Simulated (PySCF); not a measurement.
**Pd⁺: ionisation energy**

Pd⁺ [Kr] 4d9 [4d3/2^4 4d5/2^5, M_J = 5/2] → Pd²⁺ [Kr] 4d8 [4d3/2^4 4d5/2^4, M_J = 4], as a difference of total energies. Computed with PySCF 2.14 in x2c-TZVPPall-2c, with the two-component X2C-1e Hamiltonian. Correlated levels: [Ar] 3d10 frozen; the 6 highest virtual spinors dropped. "Screened" scales the spin-orbit matrix elements by Boettger's factors to mimic the two-electron term; Breit and QED terms are absent.

| method | ionisation energy (eV) |
| --- | --- |
| GHF (spin-free) | 17.533 |
| GMP2 (spin-free) | 19.497 |
| GHF (screened spin-orbit) | 17.405 |
| GMP2 (screened spin-orbit) | 19.362 |

Task: How much does correlation contribute at GMP2 (screened spin-orbit)?

Result: 19.362 − (17.405) = 1.957 eV, measured against GHF (screened spin-orbit).

The spin-free rows relax to the high-spin LS determinant and lack the spin-orbit shift.

Errors of the correlated levels include the incompleteness of this basis and the frozen core.

The labels give the starting determinants; with spin-orbit coupling the two ends relaxed to ⟨J²⟩ = 8.78, ⟨L²⟩ = 6.04, ⟨S²⟩ = 0.77 and ⟨J²⟩ = 20.01, ⟨L²⟩ = 12.07, ⟨S²⟩ = 2.00.

For comparison: 19.43 ± 0.12 eV (semi-empirical (NIST evaluation); NIST Atomic Spectra Database, ionization energies).
